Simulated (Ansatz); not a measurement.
Two isomers of C2H7NOSi2: A = `[SiH3][SiH]1N=CCO1`, B = `N[SiH]1C=C([SiH3])O1`.

Computed with Ansatz on PBE0-D4/def2-TZVP structures; ΔE is electronic, products minus reactants. CCSD(T)/CBS adds triple-zeta CCSD(T) − MP2 to the extrapolated MP2 energy (def2 sets, frozen cores). DFT in def2-TZVPP. B3LYP here is the variant with VWN-RPA as its local correlation; programs differ in this. One conformer a species, not always the lowest.

(1) Which is lower in electronic energy at CCSD(T)/CBS, and by how much? (Best estimate.)

(2) Give E(B) − E(A) in kJ/mol with HF/def2-TZVPP, B3LYP, PBE0-D4, PBE-D4, r2SCAN-D4, B2PLYP, MP2/def2-TZVPP. (An estimate is asked.)

Largest T1 diagnostic: 0.014.

Answers

(1) The calculation gave: B, by 12.1 kJ/mol.

(2) Ansatz gave: HF/def2-TZVPP 7.3, B3LYP -5.1, PBE0-D4 0.1, PBE-D4 -0.6, r2SCAN-D4 -8.4, B2PLYP -9.8, MP2/def2-TZVPP -20.0. The order is the other way round with HF/def2-TZVPP.

In def2-TZVPP, CCSD(T) changes the Hartree–Fock value by −13.0 kJ/mol (the triples alone add −2.1 kJ/mol) and MP2 by −27.3 kJ/mol.
